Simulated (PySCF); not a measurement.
Stationary points of SbOBr3

Level of theory: PBE0/[Sb def2-SVP with ECP28, O def2-SVP, Br def2-SVP], scalar-relativistic core potentials, density fitting, no spin–orbit coupling, PySCF.

Relaxations began from a few typed shapes. The search is not exhaustive: other isomers or separated fragments can lie lower, and high-lying points may rest on an excited occupation.

Problem. Order these stationary points by electronic energy, lowest first, in kJ/mol from the lowest minimum.
A. singlet C3v: Sb–Br 2.480 Å (×3), Sb–O 1.818 Å; Br–Sb–Br 102.1° (×3), Br–Sb–O 116.1° (×3)
B. singlet C2v: Sb–Br 2.535 Å, Sb–Br 2.538 Å (×2), Sb–O 1.828 Å; Br–Sb–Br 85.9° (×2), Br–Sb–Br 171.8°, Br–Sb–O 94.1° (×2), Br–Sb–O 180.0°

Solution. A (0.0), B (167.2).

Problem. Which of them are minima?

Solution. By energy in kJ/mol, 0.0: minimum; 167.2: saddle point, 1 imaginary mode.

Counting electrons, antimony keeps none of its valence electrons outside its bonds, so the VSEPR class is AX4 and the expected shape is tetrahedral; with unlike ligands the computed point group is C3v.
